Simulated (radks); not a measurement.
Method: non-relativistic Kohn-Sham, exchange-only LDA, spin-polarised, spherical densities, point nucleus; open shells are filled with parallel spins first (spin-orbit coupling, left out, can overturn this in heavy ions); computed with a radial shooting solver on a logarithmic mesh with Libxc functionals. Response by self-consistent Sternheimer equations with the Hartree and adiabatic exchange-only LDA kernel. Rank I3+, Si2+, Si, Be3+, Li+, Zn (NIST ground configurations) by static dipole polarisability, largest first.

Answer. Si 47.29, Zn 41.75, Si2+ 11.42, I3+ 10.87, Li+ 0.2197, Be3+ 0.01903 bohr^3.
